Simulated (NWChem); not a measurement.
System: C₄H₄ClF; SMILES F/C=C\C=C/Cl

Here is an NWChem input.

```
start job
memory heap 200 mb stack 900 mb global 1100 mb
geometry units angstroms noautosym nocenter noautoz
  F     -0.289866    -2.993423     0.000000
  C      0.739306    -2.130040     0.000000
  C      0.559993    -0.790537     0.000000
  C     -0.732396    -0.140951     0.000000
  C     -0.954266     1.196000     0.000000
  Cl     0.307769     2.389704     0.000000
  H      1.718808    -2.634845     0.000000
  H      1.464206    -0.163105     0.000000
  H     -1.627303    -0.783837     0.000000
  H     -1.964032     1.630595     0.000000
end
basis spherical
  F library def2-svp
  C library def2-svp
  Cl library def2-svp
  H library def2-svp
end
dft
  xc b3lyp
  iterations 150
end
cosmo
  do_cosmo_smd true
  solvent water
end
task dft energy
```

Geometry: optimised at PBE-D3(BJ)/def2-SVP. Solvent: water.

Level: B3LYP/def2-SVP with SMD (1 M gas to 1 M solution), gas-phase geometry.

Question: Give the results of this calculation. (B3LYP/def2-SVP, SMD on the gas-phase geometry.) Quantities: solvation free energy (kcal/mol); cavity-dispersion-structure term (kcal/mol); dipole in solution (D).

Answer: The solvation free energy (kcal/mol) is 0.5, the cavity-dispersion-structure term (kcal/mol) comes out as 4.3 and the dipole in solution (D) is 0.60.
